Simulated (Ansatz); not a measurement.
Frontier orbitals of `[SiH3][SnH]([SiH3])[SiH3]`.

```xyz
14

Si    1.7491    0.5875   -1.5779
Sn    0.1463    0.5421    0.4223
Si    0.4463   -1.6381    1.7368
Si   -2.2759    0.7533   -0.3902
H     1.5888    1.8472   -2.3519
H     3.1610    0.4821   -1.1229
H     1.4523   -0.5615   -2.4745
H     0.5038    1.8640    1.4509
H     1.8442   -1.7677    2.2275
H    -0.4757   -1.6801    2.9030
H     0.1449   -2.7947    0.8517
H    -3.2207    0.7175    0.7577
H    -2.5925   -0.3792   -1.3009
H    -2.4720    2.0275   -1.1315
```

Charge 0, multiplicity 1. Correlated methods include outer-core shells of Sn, which these sets cover unevenly. Sn takes the def2 core potential. Geometry: relaxed with PBE0-D4/def2-TZVP. Basis def2-TZVPP, Ansatz.

```json
{"functional": "revPBE", "HOMO (eV)": "-6.60", "LUMO (eV)": "-1.17"}
```

Question: Give HOMO and LUMO (eV) with LDA (SPW92), PBE, BLYP, r2SCAN, B97M-V, PBE0, B3LYP, r2SCANh, r2SCAN0, HSE06 (plane-wave form), BHLYP, CAM-B3LYP, LC-ωPBE, ωB97X-V, ωB97M-V, HF. (Best estimate.)

Answer: Computed: 
| functional | HOMO | LUMO |
| --- | --- | --- |
| LDA (SPW92) | -6.74 | -1.49 |
| PBE | -6.65 | -1.26 |
| BLYP | -6.48 | -1.15 |
| r2SCAN | -6.87 | -0.94 |
| B97M-V | -7.01 | -1.12 |
| PBE0 | -7.63 | -0.45 |
| B3LYP | -7.42 | -0.66 |
| r2SCANh | -7.23 | -0.67 |
| r2SCAN0 | -7.77 | -0.27 |
| HSE06 (plane-wave form) | -7.24 | -0.81 |
| BHLYP | -8.48 | 0.42 |
| CAM-B3LYP | -8.78 | 0.50 |
| LC-ωPBE | -10.04 | 1.57 |
| ωB97X-V | -9.74 | 1.47 |
| ωB97M-V | -9.54 | 1.13 |
| HF | -9.83 | 2.45 |

B3LYP here is the variant with VWN-RPA as its local correlation; programs differ in this. LC-ωPBE has ω = 0.4 bohr⁻¹. Positive LUMOs are unbound and depend on the basis.
